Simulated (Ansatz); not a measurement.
Consider the substitution at a C–S bond: `CS[Si](F)(Cl)Cl` + `O[SiH2]CS` → `CSC[SiH2]O` + `F[Si](S)(Cl)Cl`.

Isolated molecules relaxed with PBE0-D4/def2-TZVP in Ansatz; ΔE leaves out vibrations. CCSD(T)/CBS is the MP2 limit (def2-TZVPP, def2-QZVPP) plus CCSD(T) − MP2 in def2-TZVPP, frozen cores. This one scheme is used for every species. Functionals use def2-TZVPP. HSE06 is defined as in plane-wave codes. Each species was taken in one conformer, which may not be the lowest.

```
        level  ΔE (kJ/mol)
     HSE06-D4         -2.8
      ωB97X-V         -2.5
      r2SCANh         -2.8
      r2SCAN0         -2.8
        HSE06         -2.9
 MP2/def2-SVP         -2.6
HF/def2-TZVPP         -0.2
MP2/CBS(def2)         -3.0
```

Task: What does CCSD(T)/CBS give? (An estimate is asked.)

Result: Ansatz gave: -2.7 kJ/mol. The listed levels differ from it by -0.1, 0.2, -0.1, -0.1, -0.2, 0.1, 2.5, -0.3 kJ/mol.

Largest T1 diagnostic among the species: 0.011.

Leaving LDA and LC-ωPBE aside and taking each functional with its dispersion term where it has one, the values, not all of them listed here, spread over 2.1 kJ/mol, from B97M-V to BHLYP-D4.
